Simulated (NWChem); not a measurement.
System: CrHO3F; SMILES [OH][Cr](=[O])(=[O])[F]

Parts of the log:

```
             Northwest Computational Chemistry Package (NWChem) 7.3.0
             --------------------------------------------------------

 C1  symmetry detected

                             Geometry "geometry" -> ""
                             -------------------------

 Output coordinates in angstroms (scale by  1.889725989 to convert to a.u.)

  No.       Tag          Charge          X              Y              Z
 ---- ---------------- ---------- -------------- -------------- --------------
    1 Cr                  24.0000     0.06645593     0.00426442    -0.00686216
    2 O                    8.0000     1.06827327    -0.07546240    -1.15941896
    3 O                    8.0000     0.80279609    -0.14156695     1.32763559
    4 F                    9.0000    -0.73624136     1.49721289    -0.03812522
    5 O                    8.0000    -1.06738985    -1.27128772    -0.18408219
    6 H                    1.0000    -1.39820615    -1.67072556     0.63474334

 Effective nuclear repulsion energy (a.u.)     355.1691605472

  pbe96 is a nonlocal functional; adding pw91lda local functional.

                                 NWChem DFT Module
                                 -----------------

 Summary of "ao basis" -> "ao basis" (spherical)
 ------------------------------------------------------------------------------
       Tag                 Description            Shells   Functions and Types
 ---------------- ------------------------------  ------  ---------------------
 Cr                         def2-svp                11       31   5s3p2d1f
 O                          def2-svp                 6       14   3s2p1d
 F                          def2-svp                 6       14   3s2p1d
 H                          def2-svp                 3        5   2s1p

            General Information
            -------------------
          SCF calculation type: DFT
          Wavefunction type:  closed shell.
          No. of atoms     :     6
          No. of electrons :    58
           Alpha electrons :    29
            Beta electrons :    29
          Charge           :     0
          Spin multiplicity:     1
          Use of symmetry is: off; symmetry adaption is: off
          Maximum number of iterations: 150
          AO basis - number of functions:    92
                     number of shells:    38
          Convergence on energy requested:  1.00D-06
          Convergence on density requested:  1.00D-05
          Convergence on gradient requested:  5.00D-04

              XC Information
              --------------
          PerdewBurkeErnzerhof Exchange Functional  1.000
            Perdew 1991 LDA Correlation Functional  1.000 local
           PerdewBurkeErnz. Correlation Functional  1.000 non-local

             Grid Information
             ----------------
          Grid used for XC integration:  xcoarse
          Radial quadrature: Mura-Knowles
          Angular quadrature: Lebedev.
          Tag              B.-S. Rad. Rad. Pts. Rad. Cut. Ang. Pts.
          ---              ---------- --------- --------- ---------
          Cr                  1.40       75           8.0       194
          O                   0.60       21           9.0       194
          F                   0.50       21           8.0       194
          H                   0.35       21           9.0       194
          Grid pruning is: on
          Number of quadrature shells:   180
          Spatial weights used:  Erf1

      Superposition of Atomic Density Guess
      -------------------------------------

 Sum of atomic energies:       -1366.89788276

      Non-variational initial energy
      ------------------------------

 Total energy =   -1366.816734
 1-e energy   =   -2588.776737
 2-e energy   =     866.790843
 HOMO         =      -0.478149
 LUMO         =      -0.049825

     ---------------------------------------------
      Total Density - Mulliken Population Analysis
     ---------------------------------------------

    Atom       Charge   Shell Charges
 -----------   ------   -------------------------------------------------------
    1 Cr  24    20.46   2.00  2.00  2.01  0.14  0.02  6.00  6.03  0.29  1.30  0.66  0.02
    2 O    8     9.17   1.99  1.16  0.77  3.24  1.99  0.01
    3 O    8     9.16   1.99  1.16  0.77  3.23  1.99  0.01
    4 F    9     9.69   1.99  1.15  0.81  3.56  2.17  0.00
    5 O    8     8.88   1.99  1.11  0.68  3.13  1.97  0.00
    6 H    1     0.64   0.51  0.07  0.06

   convergence    iter        energy       DeltaE   RMS-Dens  Diis-err
 ---------------- ----- ----------------- --------- --------- ---------
 d= 0,ls=0.0,diis     1  -1368.2934097880 -1.72D+03  6.54D-02  1.20D+01
 d= 0,ls=0.0,diis     2  -1348.9976942998  1.93D+01  6.06D-02  9.17D+01
 d= 0,ls=0.0,diis     3  -1366.6828076003 -1.77D+01  3.30D-02  3.52D+01
 d= 0,ls=0.0,diis     4  -1369.4540245845 -2.77D+00  1.47D-02  3.01D+00
 d= 0,ls=0.0,diis     5  -1369.6764192739 -2.22D-01  5.52D-03  1.05D+00
 d= 0,ls=0.0,diis     6  -1369.7424065862 -6.60D-02  3.34D-03  3.89D-01
  Resetting Diis
 d= 0,ls=0.0,diis     7  -1369.7710554544 -2.86D-02  1.50D-03  1.10D-01
 d= 0,ls=0.0,diis     8  -1369.7631819467  7.87D-03  1.83D-02  2.09D-01
 d= 0,ls=0.0,diis     9  -1367.7648851845  2.00D+00  1.60D-02  2.72D+01
 d= 0,ls=0.0,diis    10  -1369.7715017688 -2.01D+00  1.64D-03  1.18D-01
 d= 0,ls=0.0,diis    11  -1369.7752806664 -3.78D-03  1.25D-03  5.49D-02
 d= 0,ls=0.0,diis    12  -1369.7797560028 -4.48D-03  4.40D-04  1.13D-02
 d= 0,ls=0.0,diis    13  -1369.7806639539 -9.08D-04  8.32D-05  8.17D-04
 d= 0,ls=0.0,diis    14  -1369.7807279658 -6.40D-05  2.78D-05  7.87D-05
 d= 0,ls=0.0,diis    15  -1369.7807341862 -6.22D-06  6.95D-06  2.88D-06
 d= 0,ls=0.0,diis    16  -1369.7807343553 -1.69D-07  3.71D-06  7.06D-07

         Total DFT energy =    -1369.780734355264
      One electron energy =    -2591.497699823611
           Coulomb energy =      951.027771615812
    Exchange-Corr. energy =      -84.479966694704
 Nuclear repulsion energy =      355.169160547240

 Numeric. integr. density =       58.000769173464

                       DFT Final Molecular Orbital Analysis
                       ------------------------------------

 Vector   27  Occ=2.000000D+00  E=-3.335378D-01
              MO Center= -2.7D-01, -3.2D-01, -2.3D-01, r^2= 3.0D+00
   Bfn.  Coefficient  Atom+Function         Bfn.  Coefficient  Atom+Function
  ----- ------------  ---------------      ----- ------------  ---------------
    77     -0.297708  5 O  px                65     -0.291487  4 F  pz
    79     -0.284465  5 O  pz                36      0.275880  2 O  py
    80     -0.220309  5 O  px                68      0.202323  4 F  pz
    82     -0.192534  5 O  pz                39      0.185423  2 O  py
    50     -0.181455  3 O  py                16     -0.172026  1 Cr d -1

 Vector   28  Occ=2.000000D+00  E=-3.158159D-01
              MO Center= -3.0D-01, -5.9D-01, -2.5D-01, r^2= 2.7D+00
   Bfn.  Coefficient  Atom+Function         Bfn.  Coefficient  Atom+Function
  ----- ------------  ---------------      ----- ------------  ---------------
    78      0.387040  5 O  py                36     -0.314326  2 O  py
    81      0.287670  5 O  py                77     -0.266855  5 O  px
    39     -0.216371  2 O  py                80     -0.188265  5 O  px
    63     -0.173114  4 F  px                50     -0.152831  3 O  py
    66      0.123121  4 F  px                64     -0.122443  4 F  py

 Vector   29  Occ=2.000000D+00  E=-2.973953D-01
              MO Center=  8.3D-01, -1.2D-01, -5.4D-04, r^2= 2.3D+00
   Bfn.  Coefficient  Atom+Function         Bfn.  Coefficient  Atom+Function
  ----- ------------  ---------------      ----- ------------  ---------------
    49     -0.428808  3 O  px                35      0.425437  2 O  px
    52     -0.305874  3 O  px                38      0.301822  2 O  px
    37      0.212767  2 O  pz                40      0.139311  2 O  pz
    11     -0.127266  1 Cr pz                51      0.108089  3 O  pz
    65      0.105596  4 F  pz                79     -0.097809  5 O  pz

 Vector   30  Occ=0.000000D+00  E=-1.756407D-01
              MO Center=  2.7D-02, -7.3D-02, -1.8D-02, r^2= 1.5D+00
   Bfn.  Coefficient  Atom+Function         Bfn.  Coefficient  Atom+Function
  ----- ------------  ---------------      ----- ------------  ---------------
    19      0.718027  1 Cr d  2              77      0.220251  5 O  px
    37     -0.192337  2 O  pz                63     -0.192847  4 F  px
    24      0.189093  1 Cr d  2              80      0.189883  5 O  px
    17     -0.175796  1 Cr d  0              40     -0.169224  2 O  pz
    15     -0.168121  1 Cr d -2              51      0.167835  3 O  pz

 Vector   31  Occ=0.000000D+00  E=-1.693924D-01
              MO Center=  3.2D-01, -4.0D-02,  1.1D-01, r^2= 1.5D+00
   Bfn.  Coefficient  Atom+Function         Bfn.  Coefficient  Atom+Function
  ----- ------------  ---------------      ----- ------------  ---------------
    16      0.752124  1 Cr d -1              50     -0.327801  3 O  py
    53     -0.276104  3 O  py                36      0.271414  2 O  py
    39      0.223610  2 O  py                21      0.187833  1 Cr d -1
    65      0.124673  4 F  pz                18     -0.112551  1 Cr d  1
    76     -0.107009  5 O  s                 89      0.105193  6 H  s

 Vector   32  Occ=0.000000D+00  E=-1.321970D-01
              MO Center=  3.2D-02, -6.9D-03, -7.0D-02, r^2= 1.5D+00
   Bfn.  Coefficient  Atom+Function         Bfn.  Coefficient  Atom+Function
  ----- ------------  ---------------      ----- ------------  ---------------
    15      0.755004  1 Cr d -2              36     -0.249845  2 O  py
    64      0.236546  4 F  py                20      0.227611  1 Cr d -2
    67     -0.214914  4 F  py                39     -0.211331  2 O  py
    76     -0.195727  5 O  s                 19      0.190918  1 Cr d  2
    78     -0.191150  5 O  py                81     -0.183286  5 O  py

     ---------------------------------------------
      Total Density - Mulliken Population Analysis
     ---------------------------------------------

    Atom       Charge   Shell Charges
 -----------   ------   -------------------------------------------------------
    1 Cr  24    23.05   2.00  2.00  2.01  0.09  0.01  6.00  6.05  0.57  3.36  0.93  0.02
    2 O    8     8.27   1.99  1.14  0.82  2.74  1.58  0.01
    3 O    8     8.28   1.99  1.14  0.81  2.74  1.59  0.01
    4 F    9     9.29   1.99  1.14  0.83  3.31  2.03  0.00
    5 O    8     8.32   1.99  1.09  0.70  2.84  1.69  0.01
    6 H    1     0.78   0.67  0.04  0.07

     -------------------------------------------
      Total Density - Lowdin Population Analysis
     -------------------------------------------

    Atom       Charge   Shell Charges
 -----------   ------   -------------------------------------------------------
    1 Cr  24    23.93   2.00  2.00  1.88  0.23  0.08  5.99  5.82  1.01  3.14  1.73  0.05
    2 O    8     8.02   1.98  0.98  0.69  2.62  1.73  0.03
    3 O    8     8.03   1.98  0.98  0.69  2.62  1.74  0.03
    4 F    9     9.09   1.98  1.02  0.76  3.20  2.13  0.01
    5 O    8     8.05   1.97  0.89  0.60  2.68  1.89  0.02
    6 H    1     0.89   0.54  0.16  0.18

     Multipole analysis of the density
     ---------------------------------

     L   x y z        total         alpha         beta         nuclear
     -   - - -        -----         -----         ----         -------
     0   0 0 0     -0.000000    -29.000000    -29.000000     58.000000

     1   1 0 0     -0.588251     -0.294126     -0.294126     -0.000000
     1   0 1 0     -0.582916     -0.291458     -0.291458      0.000000
     1   0 0 1      0.486532      0.243266      0.243266      0.000000

     2   2 0 0    -26.635524    -67.489949    -67.489949    108.344375
     2   1 1 0      2.151674     -2.001699     -2.001699      6.155071
     2   1 0 1     -1.581654      0.023318      0.023318     -1.628291
     2   0 2 0    -25.937553    -77.429780    -77.429780    128.922007
     2   0 1 1     -1.842837     -0.017223     -0.017223     -1.808392
     2   0 0 2    -27.545890    -59.381060    -59.381060     91.216231

            General Information
            -------------------
          SCF calculation type: DFT
          Wavefunction type:  closed shell.
          No. of atoms     :     6
          No. of electrons :    58
           Alpha electrons :    29
            Beta electrons :    29
          Charge           :     0
          Spin multiplicity:     1
          Use of symmetry is: off; symmetry adaption is: off
          Maximum number of iterations: 150
          AO basis - number of functions:    92
                     number of shells:    38
          Convergence on energy requested:  1.00D-06
          Convergence on density requested:  1.00D-05
          Convergence on gradient requested:  5.00D-04

              XC Information
              --------------
          PerdewBurkeErnzerhof Exchange Functional  1.000
            Perdew 1991 LDA Correlation Functional  1.000 local
           PerdewBurkeErnz. Correlation Functional  1.000 non-local

             Grid Information
             ----------------
          Grid used for XC integration:  xcoarse
          Radial quadrature: Mura-Knowles
          Angular quadrature: Lebedev.
          Tag              B.-S. Rad. Rad. Pts. Rad. Cut. Ang. Pts.
          ---              ---------- --------- --------- ---------
          Cr                  1.40       75           8.0       194
          O                   0.60       21           9.0       194
          F                   0.50       21           8.0       194
          H                   0.35       21           9.0       194
          Grid pruning is: on
          Number of quadrature shells:   180
          Spatial weights used:  Erf1

          Convergence Information
          -----------------------
          Convergence aids based upon iterative change in
          total energy or number of iterations.
          Levelshifting, if invoked, occurs when the
          HOMO/LUMO gap drops below (HL_TOL):  1.00D-02
          DIIS, if invoked, will attempt to extrapolate
          using up to (NFOCK): 10 stored Fock matrices.

                    Damping( 0%)  Levelshifting(0.5)       DIIS
                  --------------- ------------------- ---------------
          dE  on:    start            ASAP                start
          dE off:    2 iters        150 iters           150 iters

                            NWChem DFT Gradient Module
                            --------------------------

  charge          =   0.00
  wavefunction    = closed shell

                         DFT ENERGY GRADIENTS

    atom               coordinates                        gradient
                 x          y          z           x          y          z
   1 Cr      0.125583   0.008059  -0.012968    0.018425  -0.000031  -0.000308
   2 O       2.018744  -0.142603  -2.190984   -0.023624   0.001879   0.027912
   3 O       1.517065  -0.267523   2.508867   -0.016339   0.003247  -0.030113
   4 F      -1.391294   2.829322  -0.072046    0.009830  -0.018381   0.000426
   5 O      -2.017074  -2.402385  -0.347865    0.009605   0.010949   0.007727
   6 H      -2.642227  -3.157214   1.199491    0.002103   0.002337  -0.005643
```

Level: PBE/def2-SVP. All runs use the structure optimised with PBE0/def2-SVP.

**Question.** Which NWChem input produces such a log?

**Answer.** Several could match; the one computed here: the input that was run:
```
start job
memory heap 200 mb stack 900 mb global 1100 mb
geometry units angstroms noautoz
  Cr     0.106664    -0.035897    -0.057839
  O      1.007686     0.113484    -1.284308
  O      0.966948    -0.143917     1.204140
  F     -0.914292     1.310578     0.079454
  O     -0.830026    -1.461522    -0.242911
  H     -1.025450    -1.956961     0.566913
end
basis spherical
  Cr library def2-svp
  O library def2-svp
  F library def2-svp
  H library def2-svp
end
dft
  xc xpbe96 cpbe96
  grid xcoarse
  iterations 150
  mulliken
end
task dft gradient
```
